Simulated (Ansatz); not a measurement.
Geometry optimisation, Ansatz, RKS B3LYP/def2-SVP.

Input:

```yaml
crystal:
  periodic: [false, false, false]
  atoms:
    - { symbol: B, position_ang: [0.77824, -0.261197, 2.144377] }
    - { symbol: C, position_ang: [-0.124114, 0.724144, -0.444493] }
    - { symbol: C, position_ang: [-0.53837, -0.549712, -1.181016] }
    - { symbol: S, position_ang: [2.311236, 0.244076, 2.271914] }
    - { symbol: H, position_ang: [0.811927, 0.603543, 0.094975] }
    - { symbol: F, position_ang: [-0.425084, -0.711251, 2.130826] }
    - { symbol: H, position_ang: [0.031985, 1.55643, -1.151001] }
    - { symbol: H, position_ang: [-0.89947, 1.053744, 0.265475] }
    - { symbol: H, position_ang: [-1.47475, -0.404119, -1.743471] }
    - { symbol: H, position_ang: [0.232895, -0.866733, -1.901564] }
    - { symbol: H, position_ang: [-0.704496, -1.388825, -0.486122] }
basis:
  gaussian: { orbitals: def2-SVP }
hamiltonian:
  xc: b3lyp
relax:
  f_tol: 0.03
  max_steps: 50
```

Launched with:

```bash
$ ansatz run input.yaml --threads 2 --pin off --max-ram 3072MiB --backend cpu --events-out ev --progress --plain --runs-dir out
```

Where does it end, and by what steps?

It converged. After 8 steps the energy has fallen by 0.175 eV; S4 moved furthest, 0.71 Å.

```csv
step,energy less start (eV),largest force component (eV/Å),accepted
0,0.0000,0.610,yes
1,-0.1047,0.275,yes
2,-0.1486,0.193,yes
3,-0.1580,0.844,yes
4,-0.1696,0.612,yes
5,-0.1738,0.139,yes
6,-0.1743,0.043,yes
7,-0.1747,0.037,yes
8,-0.1749,0.023,yes
```

```xyz
11
Properties=species:S:1:pos:R:3
B 0.947 -0.442 2.602
C -0.212 0.841 -0.702
C -0.577 -0.532 -1.265
S 2.480 -0.025 2.906
H 0.791 0.839 -0.242
F -0.270 -0.777 2.361
H -0.205 1.614 -1.489
H -0.930 1.166 0.068
H -1.574 -0.523 -1.737
H 0.146 -0.862 -2.029
H -0.596 -1.300 -0.474
```

Whether the end is a true minimum wasn't checked by a vibrational analysis.

Time of the run: 11 s on 2 threads of AMD EPYC 9R45 96-Core Processor (Zen 5) (shared host), peak memory 0.24 GiB.
